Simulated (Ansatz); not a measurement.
Consider the isomerisation: `CC(C)O[Si]F` → `C=C[SiH](F)OC`.

Program: Ansatz. Geometries: PBE0-D4/def2-TZVP. ΔE: electronic, gas phase. CBS: MP2 limit from def2 TZ/QZ plus the TZ coupled-cluster correction, frozen cores. DFT in def2-TZVPP. Each species was taken in one conformer, which may not be the lowest.

```tsv
level	ΔE (kcal/mol)
r2SCAN	-1.9
SCS-MP2/def2-QZVPP	-3.0
```

Task: What does CCSD(T)/CBS give? (An estimate is asked.)

Result: The calculation gave: -1.5 kcal/mol. The listed levels differ from it by -0.4, -1.5 kcal/mol.

Largest T1 diagnostic among the species: 0.013.

In def2-TZVPP, CCSD(T) changes the Hartree–Fock value by +6.8 kcal/mol (the triples alone add +0.3 kcal/mol) and MP2 by +6.3 kcal/mol. From PBE to PBE0 (25 % exact exchange), in def2-TZVPP and without D4, ΔE moves by −1.9 kcal/mol.
